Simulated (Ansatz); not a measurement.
System: C2H3F3, charge 0, singlet. C2H3F3 (1,1,1-trifluoroethane, SMILES CC(F)(F)F).
B3LYP-D3(BJ)/def2-TZVP minimum from Ansatz (a quantum-chemistry and plane-wave program):
```
C
F 1 1.3504
F 1 1.3504 2 107.01
F 1 1.3504 2 107.01 3 114.42
C 1 1.5015 2 111.83 3 -122.79
H 5 1.0883 1 109.29 2 -60.00
H 5 1.0883 6 109.65 1 119.77
H 5 1.0883 6 109.65 7 120.45
```

Total energies in cc-pVDZ, 32 correlated electrons, 5 frozen orbitals. Open shells are spin-unrestricted; no spin-orbit coupling. Cores are frozen in correlated methods. No relativity.

```tsv
method	program	energy (Eh)	minus CCSDT(Q) (mEh)
HF	Ansatz	-375.83902	879.68
MP2	Ansatz	-376.67118	47.52
CCSD	Ansatz	-376.69802	20.67
CCSD(T)	Ansatz	-376.71628	2.41
CCSDT(Q)	Ansatz	-376.71870	0.00
```

Rough core times of Ansatz's runs on a shared machine: CCSD(T) under 20 s, CCSDT(Q) 30 min.
